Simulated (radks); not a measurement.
Species: Br3+. Configuration: [Ar] 3d10 4s2 4p1 5p1 (not the ground configuration). All-electron calculation, Dirac Kohn-Sham, HCTH/407, spin-unpolarised, spherical densities, finite nucleus; open shells fill j = l - 1/2 first; Fermi nuclear charge, rms radius 4.1629 fm. Program: a radial shooting solver on a logarithmic mesh with Libxc functionals.

Normalised radial functions P(r) = r R(r) (large component), r in bohr:

r,3p3/2,5p1/2
0.002207,0.0024,0.0007
0.002944,0.0042,0.0011
0.003926,0.0073,0.0018
0.005236,0.0126,0.0028
0.006984,0.0216,0.0046
0.009315,0.0367,0.0074
0.01242,0.0615,0.0120
0.01644,0.1000,0.0188
0.02192,0.1608,0.0295
0.02924,0.2503,0.0450
0.039,0.3732,0.0657
0.05202,0.5241,0.0906
0.06938,0.6773,0.1147
0.09254,0.7744,0.1275
0.1234,0.7242,0.1131
0.1646,0.4341,0.0568
0.2196,-0.1159,-0.0412
0.2928,-0.7914,-0.1491
0.3906,-1.3138,-0.2035
0.5209,-1.4283,-0.1441
0.6948,-1.1229,0.0327
0.9267,-0.6393,0.2447
1.236,-0.2533,0.3498
1.635,-0.0676,0.2270
2.181,-0.0099,-0.1252
2.909,-0.0007,-0.4918
3.88,0.0000,-0.6041
5.175,0.0000,-0.4023
6.902,0.0000,-0.1478
9.206,0.0000,-0.0233
12.28,0.0000,-0.0015

3p3/2: eigenvalue -218.76 eV, 1 radial node at r = 0.208 bohr, <r> = 0.565 bohr, 90 % of the charge inside 0.862 bohr. 5p1/2: eigenvalue -18.132 eV, 3 radial nodes at r = 0.197, 0.665, 1.99 bohr, <r> = 3.87 bohr, 90 % of the charge inside 5.50 bohr.
